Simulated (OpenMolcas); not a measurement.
Cu2+ with 6 ligands (fluoride) in octahedral coordination (Oh) at 2.04 Å. A charge of +0.667 e stands 2.6 Å behind each ligand. Ligand basis ANO-RCC-VDZP.

```
Program             : OpenMolcas
Method              : SS-CASPT2, IPEA 0.25 Eh, imaginary shift 0.1 Eh (closed shells correlated: 3s 3p and the ligand valence shells)
Basis               : ANO-RCC-VDZP [5s4p2d1f]
Scalar Hamiltonian  : DKH2, point nucleus
Active space        : 9 electrons in 5 orbitals (3d)
State averaging     : 2S+1 = 2 even, 5 roots
Spin-orbit coupling : state interaction with AMFI integrals over the reference wave functions
```

**Question.** What is the spin-free ground state (labels of O, the rotations of Oh)?

**Answer.** 2E, 2-fold in its orbital part, 100 % from free-ion D terms; it has the highest spin that d9 allows.

**Question.** Where is the first state of the same spin?

**Answer.** 2T2 at 6230 cm-1 above the ground state.

**Question.** What are the lowest two levels with spin-orbit coupling?

**Answer.** A 4-fold level Γ8, then a 2-fold level Γ7 5560 cm-1 above it. Their leading multiplicities are 2 (100 %) and 2 (100 %).

**Question.** What is χT at 300 K, and how does it compare with the textbook value?

**Answer.** The lowest level has 2S+1 = 2, for which the spin-only value is χT = S(S+1) / 2 = 0.375 cm3 K/mol (g = 2). The computed 0.612 at 300 K differs by +0.237, through orbital momentum, spin-orbit coupling and any other state in reach.

**Question.** Which ligand-field parameters describe the states?

**Answer.** The gap between the two states is 10Dq = 6231 cm-1. 

Over all roots computed the reference weight is 0.71; a low but even weight reflects the number of correlated electrons. An orbital doublet at a regular site is open to a Jahn-Teller distortion, which this geometry leaves out. A single d shell leaves out the double-shell effect, which counts most for late 3d ions, where the CASPT2 field can be off either way by tens of per cent. Ligand-to-metal charge-transfer states are missing. With one d shell and no ligand orbital active, 10Dq can be off by tens of per cent for divalent 3d ions, low with halides held by bare charges and at times high in hosts, and the orbital part of g and χT goes as 1/10Dq. Free-ion shares, where given, are those of the reference states; single-state CASPT2 does not remix them. No measured value stands beside these numbers; the geometry was imposed, not optimised, and the real ion may take another.
